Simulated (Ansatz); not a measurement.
The cluster Al5As5⁻, relaxed as a doublet with UKS r2SCAN-D4/def2-SVP in Ansatz, starting from the GFN2-xTB geometry. Force threshold 0.03 eV/Å.

The relaxation made no stability test and no search for a lower SCF solution. The structure comes from a short search, and lower isomers may exist.

Start:

Cartesian coordinates in Å:
```
Al -0.620 -2.343 -0.385
Al 0.701 -1.294 1.952
Al -1.076 -0.149 -2.192
Al -0.036 2.241 -0.976
Al 1.029 1.543 1.604
As -1.036 2.020 -3.088
As -1.690 -2.396 -2.472
As 0.126 -3.525 1.499
As 1.655 0.237 3.451
As 0.947 3.666 0.608
```

(1) Estimate the energy that the relaxation releases and the steps that it takes.

(2) Does the start keep its bonding?

(3) Predict the relaxed structure.

Answers

(1) 36.1 kJ/mol, in 15 steps; 2.7 min on 4 threads of Intel Xeon Platinum 8488C on a shared host. The force fell under the threshold at step 4, but the optimiser went on and released 0.175 eV more. No frequencies were taken in this run, so the end may be a saddle point.

(2) By distances, no bond broke or formed. The bond that changes most is Al3–As6, from 2.35 to 2.29 Å (atoms count from 1).

(3) 
```xyz
10

Al   -0.715   -2.351   -0.357
Al    0.916   -1.256    1.743
Al   -1.199   -0.137   -2.127
Al    0.241    2.086   -1.027
Al    0.705    1.541    1.674
As    0.001    1.450   -3.263
As   -2.652   -1.826   -1.498
As    1.095   -3.319    0.662
As    1.064    0.183    3.532
As    0.545    3.628    0.660
```
Bond lengths (bridged metal pairs left out): 10 × Al–As 2.29 to 2.34 Å.
